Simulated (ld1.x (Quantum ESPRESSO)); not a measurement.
# Which change was made? (In, TM semilocal)

indium (In), norm-conserving Troullier–Martins (semilocal form), made with ld1.x (Quantum ESPRESSO) 7.5 (PBE, scalar-relativistic). Core [Kr] 4d10, reference 5s1.5 5p1.5. Waves: 5s (bound): rc 1.70 bohr; 5p (bound): rc 2.90 bohr. Local part: the p channel. Core correction: Bessel-smoothed model core inside 0.90 bohr.

Cutoffs, loose and tight: the cutoffs (Ry, on a coarse ladder) from which the occupation-weighted sum of valence levels, in a spherical-Bessel basis at the reference potential, stays within 10 and 1 mRy of its value at 400 Ry. They do not see the model core or the augmentation charge, which bear on the density cutoff. Test errors are all-electron minus pseudo excitation energies from the reference, over the configurations 5s2 5p1; 5s2 5p0; 5s1 5p0; 5s1 5p2; 5s2 5p0.5; 5s2 5p1.3; 5s0 5p3; variants that change the core or the reference have their own tests.

The base gives: outcome: generated; cutoff, loose: 25 Ry; cutoff, tight: 50 Ry; bound ghosts: none; largest test error (meV): -152.

On the changes marked as counting shells twice: ld1.x takes every shell without a wave as core, so the model core holds the marked electrons as well and exchange and correlation see them twice. This cancels in the reference configuration, but the file is broken for other ones, and its errors say nothing about a proper core correction.

(1) After one change the result is: outcome: generated; cutoff, loose: 25 Ry; cutoff, tight: 55 Ry; bound ghosts: none; largest test error (meV): -212. Which change was it?
A. wave 5s (bound): rc 1.70 bohr becomes 5s (bound): rc 2.16 bohr
B. wave 5s (bound): rc 1.70 bohr becomes 5s (bound): rc 1.32 bohr
C. core [Ar] 3d10, valence charge 21; reference 4s2 4p6 4d10 5s2 5p1; waves now 4p (bound): rc 0.85 bohr; 4d (bound): rc 1.35 bohr; 4s (bound): rc 1.05 bohr; local potential the s channel; core correction Bessel-smoothed model core inside 0.65 bohr (5p, 5s counted twice)
D. reference 5s2 5p1

Answers

(1) D. The others give: wave 5s (bound): rc 1.70 bohr becomes 5s (bound): rc 1.32 bohr → outcome: generated; cutoff, loose: 120 Ry; cutoff, tight: 200 Ry; bound ghosts: s; largest test error (meV): -124 | wave 5s (bound): rc 1.70 bohr becomes 5s (bound): rc 2.16 bohr → outcome: generated; cutoff, loose: 10 Ry; cutoff, tight: 25 Ry; bound ghosts: none; largest test error (meV): -155 | core [Ar] 3d10, valence charge 21; reference 4s2 4p6 4d10 5s2 5p1; waves now 4p (bound): rc 0.85 bohr; 4d (bound): rc 1.35 bohr; 4s (bound): rc 1.05 bohr; local potential the s channel; core correction Bessel-smoothed model core inside 0.65 bohr (5p, 5s counted twice) → outcome: generated, misses its reference levels by 0.41 eV; cutoff, loose: 200 Ry; cutoff, tight: 300 Ry; bound ghosts: none; largest test error (meV): -2518. In the semilocal form every listed channel keeps its own potential, so the choice of the local channel does not act on these tests. It acts once the file is put into the separable form.
